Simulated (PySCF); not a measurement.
C₂H₄N₂Si₂, SMILES N#C[SiH2][SiH2]C#N at its B3LYP/def2-SVP optimised geometry (Å):

```
10

N      2.0099    -2.9075     0.0009
C      1.7183    -1.7832     0.0005
Si     1.1810     0.0000     0.0000
Si    -1.1809     0.0000     0.0000
C     -1.7179     1.7833     0.0000
N     -2.0099     2.9075    -0.0001
H      1.7253     0.6420     1.2248
H      1.7238     0.6410    -1.2260
H     -1.7239    -0.6410    -1.2259
H     -1.7253    -0.6417     1.2249
```

Level of theory: B3LYP/def2-TZVP in PySCF. Cells within 0.4 Å of a nucleus heavier than hydrogen are left out (blank, or x).

Map of the deformation density (molecule minus spherical neutral atoms) (e/bohr³) on the plane z = 0.0 Å:

```
|1111111111111111111111111|
|1111111111111111111111111|
|1111111111111111111111111|
|1111111211111111111111111|
|1111113920111111111111111|
|1111101xx0011111111111111|
|1111101992101111111111111|
|11111128x1000111111111111|
|1111100xx1000000011111111|
|1111100264100000001111111|
|1111100133111000000111111|
|1111100001022200000011111|
|111110000xx343xx000011111|
|1111100000022201000011111|
|1111110000001113310011111|
|1111111000000014620011111|
|1111111100000001xx0011111|
|1111111111110001x82111111|
|1111111111111012991011111|
|1111111111111100xx1011111|
|1111111111111110293111111|
|1111111111111111121111111|
|1111111111111111111111111|
|1111111111111111111111111|
|1111111111111111111111111|
```
Scale: ten equal steps from -0.017 (start of '0') to 0.130 (end of '9'), in the order '0123456789'; x runs from -5.00 to 5.00, y from -5.00 (bottom) to 5.00 (top).
